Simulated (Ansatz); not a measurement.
`[OH][GeH]([SiH3])[SiH3]` + `BO` → `BO[SiH3]` + `[OH][GeH2][SiH3]` at 298.15 K and 1 bar (cleavage of the Si–Ge bond).

Isolated molecules relaxed with PBE0-D4/def2-TZVP in Ansatz; ΔE leaves out vibrations. CCSD(T)/CBS is the MP2 limit (def2-TZVPP, def2-QZVPP) plus CCSD(T) − MP2 in def2-TZVPP, frozen cores. This one scheme is used for every species. For Ge outer-core shells are correlated without core-valence functions, which leaves a few kJ/mol of doubt a bond. Scalar relativity is left out up to krypton. One conformer a species, not always the lowest.

```csv
species,CCSD(T)/CBS energy (Eh),H − E (kJ/mol),S (J/(mol·K))
`[OH][GeH]([SiH3])[SiH3]`,-2734.26948,213.7,401.1
`BO`,-101.80414,103.5,230.4
`BO[SiH3]`,-392.11480,149.0,292.2
`[OH][GeH2][SiH3]`,-2443.98216,161.4,335.8
```

H − E and S are ideal-gas, rigid-rotor, harmonic terms from PBE0-D4/def2-TZVP, for one conformer and one mirror image of each species. 1 Eh = 2625.50 kJ/mol, R = 8.31446 J/(mol·K).

By hand: ΔE, ΔH, ΔS and ΔG.

ΔE = (-392.11480) + (-2443.98216) − (-2734.26948) − (-101.80414) = -0.02334 Eh = -61.3 kJ/mol. Δ(H − E) = 149.0 + 161.4 − 213.7 − 103.5 = -6.8, so ΔH = -68.1 kJ/mol. ΔS = 292.2 + 335.8 − 401.1 − 230.4 = -3.5 J/(mol·K). ΔG = -68.1 − 298.15 × (-3.5)/1000 = -67.1 kJ/mol.

By hand: the equilibrium constant, and the temperature at which ΔG would vanish if ΔH and ΔS stayed fixed.

log₁₀ K = −ΔG/(RT ln 10) = 11.8. ΔG = 0 at ΔH/ΔS = 19457 K, far beyond where these terms or the molecules hold.

The number of gas molecules stays the same, so ΔS is small and ΔH decides. A doubt of 5 kJ/mol in ΔE shifts log₁₀ K by 0.9 here. Other conformers and mirror images would add mixing entropy, several J/(mol·K) or more a flexible species. These are equilibria of isolated gas molecules and say nothing of rates. Largest T1 diagnostic: 0.014 (customary marks: 0.02 for closed shells, 0.045 for open ones).
